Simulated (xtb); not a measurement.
FOS (SMILES O=[S]F), doublet, geometry from GFN2-xTB; GFN2-xTB with ALPB(ether) in xtb 6.7.1.

Input for xtb:
```
$ xtb mol.xyz --gfn 2 --uhf 1 --alpb ether --json

# file mol.xyz
3

O     -1.19502904    -0.51179322     0.02875724
S     -0.14028508     0.46479902     0.00071897
F      1.31164375    -0.37138205    -0.02684017
```

Problem. What does xtb print? Leave out banner, timings and long lists.

Solution. 
```
   ID    Z sym.   atoms
    1    8 O      1
    2   16 S      2
    3    9 F      3

           -------------------------------------------------
          |                Calculation Setup                |
           -------------------------------------------------

           -------------------------------------------------
          |                 G F N 2 - x T B                 |
           -------------------------------------------------

      * Solvation model:               ALPB
        Solvent                        ether
        Parameter file                 internal GFN2-xTB/ALPB
        Dielectric constant                4.3300E+00
        Reference state                gsolv [1 M gas/solution]
        Free energy shift                  4.9534E-03 Eh       3.1083E+00 kcal/mol
        Temperature                        2.9815E+02 K
        Density                            7.1300E-01 kg/L
        Solvent mass                       7.4120E+01 g/mol
        Interaction kernel             P16
        Born radius scaling (c1)           1.5847E+00
        Born radii integrator          GBOBC
        Born offset                        0.0000E+00 a0       0.0000E+00 AA
        H-bond correction              true
        Ion screening                  false
        Surface tension                    1.0000E-05 Eh       1.5569E+01 dyn/cm
        Grid points                               230 per atom

          ...................................................
          :                      SETUP                      :
          :.................................................:
          :  # basis functions                  18          :
          :  # atomic orbitals                  17          :
          :  # shells                            7          :
          :  # electrons                        19          :
          :  max. iterations                   250          :
          :  Hamiltonian                  GFN2-xTB          :
          :  restarted?                      false          :
          :  GBSA solvation                   true          :
          :  PC potential                    false          :
          :  electronic temp.          300.0000000     K    :
          :  accuracy                    1.0000000          :
          :  -> integral cutoff          0.2500000E+02      :
          :  -> integral neglect         0.1000000E-07      :
          :  -> SCF convergence          0.1000000E-05 Eh   :
          :  -> wf. convergence          0.1000000E-03 e    :
          :  Broyden damping             0.4000000          :
          :  net charge                          0          :
          :  unpaired electrons                  1          :
          ...................................................

 iter      E             dE          RMSdq      gap      omega  full diag
   1    -12.0316405 -0.120316E+02  0.980E+00    3.22       0.0  T
   2    -12.0452557 -0.136153E-01  0.418E+00    3.06       1.0  T
   3    -12.0461408 -0.885065E-03  0.115E+00    2.97       1.0  T
   4    -12.0462345 -0.937092E-04  0.276E-01    2.96       1.0  T
   5    -12.0462410 -0.647229E-05  0.102E-01    2.96       1.0  T
   6    -12.0462424 -0.141200E-05  0.524E-02    2.96       1.1  T
   7    -12.0462427 -0.296730E-06  0.126E-02    2.96       4.6  T
   8    -12.0462428 -0.886242E-07  0.117E-03    2.96      49.2  T
   9    -12.0462428 -0.237703E-09  0.337E-04    2.96     171.5  T
  10    -12.0462428 -0.130598E-10  0.191E-04    2.96     301.5  T

   *** convergence criteria satisfied after 10 iterations ***

         :::::::::::::::::::::::::::::::::::::::::::::::::::::
         ::                     SUMMARY                     ::
         :::::::::::::::::::::::::::::::::::::::::::::::::::::
         :: total energy             -12.021748739453 Eh    ::
         :: total w/o Gsasa/hb       -12.021074085549 Eh    ::
         :: gradient norm              0.007875930899 Eh/a0 ::
         :: HOMO-LUMO gap              2.961211187967 eV    ::
         ::.................................................::
         :: SCC energy               -12.046242791688 Eh    ::
         :: -> isotropic ES            0.042486542021 Eh    ::
         :: -> anisotropic ES          0.000792350599 Eh    ::
         :: -> anisotropic XC         -0.001600966378 Eh    ::
         :: -> dispersion             -0.001046233429 Eh    ::
         :: -> Gsolv                  -0.005844643132 Eh    ::
         ::    -> Gelec               -0.005169989229 Eh    ::
         ::    -> Gsasa               -0.005628091480 Eh    ::
         ::    -> Ghb                  0.000000000000 Eh    ::
         ::    -> Gshift               0.004953437577 Eh    ::
         :: repulsion energy           0.024494052235 Eh    ::
         :: add. restraining           0.000000000000 Eh    ::
         :: total charge               0.000000000000 e     ::
         :::::::::::::::::::::::::::::::::::::::::::::::::::::

           -------------------------------------------------
          |                Property Printout                |
           -------------------------------------------------

    * Orbital Energies and Occupations

         #    Occupation            Energy/Eh            Energy/eV
      -------------------------------------------------------------
         1        2.0000           -0.8342458             -22.7010
         2        2.0000           -0.7786188             -21.1873
         3        2.0000           -0.6777185             -18.4417
         4        2.0000           -0.5708318             -15.5331
         5        2.0000           -0.5497301             -14.9589
         6        2.0000           -0.5477972             -14.9063
         7        2.0000           -0.5146697             -14.0049
         8        2.0000           -0.5086008             -13.8397
         9        2.0000           -0.4876422             -13.2694
        10        1.0000           -0.3551211              -9.6633 (HOMO)
        11                         -0.2462985              -6.7021 (LUMO)
        12                         -0.1623788              -4.4186
        13                         -0.0304327              -0.8281
        14                          0.0689668               1.8767
        15                          0.0723199               1.9679
        16                          0.2624078               7.1405
        17                          0.9655050              26.2727
      -------------------------------------------------------------
                  HL-Gap            0.1088225 Eh            2.9612 eV
             Fermi-level           -0.3610457 Eh           -9.8246 eV

     #   Z          covCN         q      C6AA      α(0)
     1   8 O        0.860    -0.443    22.558     6.368
     2  16 S        1.645     0.760   113.752    17.955
     3   9 F        0.785    -0.317    12.516     4.179

 Mol. C6AA /au·bohr⁶  :        351.870118
 Mol. C8AA /au·bohr⁸  :      12019.515163
 Mol. α(0) /au        :         28.502142

Wiberg/Mayer (AO) data.
largest (>0.10) Wiberg bond orders for each atom

 ---------------------------------------------------------------------------
     #   Z sym  total        # sym  WBO       # sym  WBO       # sym  WBO
 ---------------------------------------------------------------------------
     1   8 O    2.126 --     2 S    2.029
     2  16 S    3.011 --     1 O    2.029     3 F    0.982
     3   9 F    1.080 --     2 S    0.982
 ---------------------------------------------------------------------------

Topologies differ in total number of bonds
Writing topology from bond orders to xtbtopo.mol

molecular dipole:
                 x           y           z       tot (Debye)
 q only:        0.013       1.318      -0.007
   full:        0.002       1.126      -0.006       2.863
molecular quadrupole (traceless):
                xx          xy          yy          xz          yz          zz
 q only:       -4.159      -0.890       2.093       0.141       0.019       2.066
  q+dip:       -4.930      -0.752       1.881       0.179       0.022       3.049
   full:       -4.682      -1.104       1.770       0.172       0.030       2.912

           -------------------------------------------------
          | TOTAL ENERGY              -12.021748739453 Eh   |
          | GRADIENT NORM               0.007875930899 Eh/α |
          | HOMO-LUMO GAP               2.961211187967 eV   |
           -------------------------------------------------

normal termination of xtb
```
